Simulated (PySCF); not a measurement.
Constitutional and geometric isomers with formula H10OSi4. All species are isolated molecules in the gas phase. One relaxed conformer stands for each flexible species; it need not be the lowest. Strings in code marks are SMILES.

These are PySCF with PBE-D3(BJ)/def2-TZVP // B3LYP-D3(BJ)/def2-TZVP values and carry that method's errors. Excitations are Tamm–Dancoff values on a coarser integration grid. The basis has no diffuse functions, so Rydberg states are missing or too high.

```
species                                                                          S1 excitation (TDA) (eV)  LUMO (eV)  S1–T1 gap (TDA) (eV)  S1 oscillator strength
-------------------------------------------------------------------------------  ------------------------  ---------  --------------------  ----------------------
`[SiH3]O[SiH2][SiH2][SiH3]` (Si–O–Si–Si torsion -27°, O–Si–Si–Si torsion -179°)                      5.34      -1.62                  0.62                       …
`O[SiH2][SiH2][SiH2][SiH3]`                                                                          5.26      -1.57                  0.64                       …
`[SiH3][SiH]([SiH3])[SiH2]O` (H–O–Si–Si torsion 180°, O–Si–Si–Si torsion 59°)                        5.45          …                  0.51                   0.008
```

What belongs in the gaps?


- `[SiH3]O[SiH2][SiH2][SiH3]` (Si–O–Si–Si torsion -27°, O–Si–Si–Si torsion -179°), S1 oscillator strength: 0.066
- `O[SiH2][SiH2][SiH2][SiH3]`, S1 oscillator strength: 0.056
- `[SiH3][SiH]([SiH3])[SiH2]O` (H–O–Si–Si torsion 180°, O–Si–Si–Si torsion 59°), LUMO (eV): -1.47
